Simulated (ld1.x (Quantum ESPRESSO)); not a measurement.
u(r) = r·R(r): atom against pseudo-atom (C (Z = 6))

Columns: radius, all-electron u(r) and pseudo u(r) of the 2s shell (level -13.80 eV) of carbon in the configuration [He] 2s2 2p2; PW91, scalar-relativistic, ultrasoft scheme, ld1.x (Quantum ESPRESSO) 7.5.

```csv
r (bohr),all-electron,pseudo
0.143,0.3506,-0.1224
0.285,0.1809,-0.2464
0.428,-0.1041,-0.3739
0.570,-0.3648,-0.4992
0.713,-0.5665,-0.6165
0.855,-0.7028,-0.7140
0.998,-0.7828,-0.7834
1.140,-0.8169,-0.8169
1.283,-0.8173,-0.8173
1.425,-0.7942,-0.7942
1.568,-0.7553,-0.7553
1.710,-0.7073,-0.7073
1.853,-0.6539,-0.6539
1.995,-0.5992,-0.5992
2.138,-0.5444,-0.5444
2.280,-0.4919,-0.4919
2.423,-0.4419,-0.4419
2.565,-0.3955,-0.3955
2.708,-0.3524,-0.3524
2.850,-0.3133,-0.3133
2.992,-0.2778,-0.2778
3.135,-0.2457,-0.2457
3.278,-0.2168,-0.2168
3.420,-0.1913,-0.1913
3.563,-0.1683,-0.1683
3.705,-0.1482,-0.1482
```

**Question.** How many radial nodes do the two functions have?

**Answer.** The all-electron 2s function has n − l − 1 = 1; the pseudo-wave has 0, since the states of the same l below it are removed with the core.

**Question.** At about which radius was the pseudo-wave matched?

**Answer.** 1.10 bohr, where the columns begin to agree (steps of 0.14 bohr).

**Question.** Is the pseudo-wave norm-conserving?

**Answer.** No, it belongs to an ultrasoft set: the norm inside the radius is not constrained, and the difference is carried by the augmentation charge.
